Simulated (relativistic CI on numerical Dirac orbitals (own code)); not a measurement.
## d8 in a ligand field

Computed with a parametric ligand-field model of a d^n configuration (Racah B and C, spin-orbit zeta, crystal field), exact diagonalisation.

Field parameters in Wybourne normalisation: Td as Oh with Dq negative (B⁴₀ = 21Dq, B⁴₄ = √(5/14) B⁴₀). The field is a parameter set, without covalency.

B = 590 cm⁻¹, C = 2300 cm⁻¹ (C/B = 3.90), Td, no spin-orbit coupling. Tanabe-Sugano data, E/B above the lowest term (Δ = |10Dq|; b, c mark the second and third term of a kind):

```tsv
Δ/B	3T1	3T2	3A2	1T2	1E	1A1
1.0	0.00	0.81	1.81	13.14	13.61	20.77
2.8	0.00	2.31	5.11	13.63	14.45	22.41
4.6	0.00	3.86	8.46	13.96	14.80	23.86
6.4	0.00	5.47	11.87	14.17	14.92	25.15
8.2	0.00	7.09	15.29	14.29	14.94	26.26
10.0	0.00	8.74	18.74	14.35	14.92	27.20
11.8	0.00	10.40	22.20	14.39	14.88	28.00
13.6	0.00	12.09	25.68	14.40	14.84	28.68
15.4	0.00	13.80	29.21	14.40	14.79	29.27
17.2	0.00	15.51	32.72	14.40	14.75	29.76
19.0	0.00	17.23	36.23	14.38	14.71	30.18
20.8	0.00	18.96	39.76	14.37	14.67	30.54
```

The ground term stays 3T1.
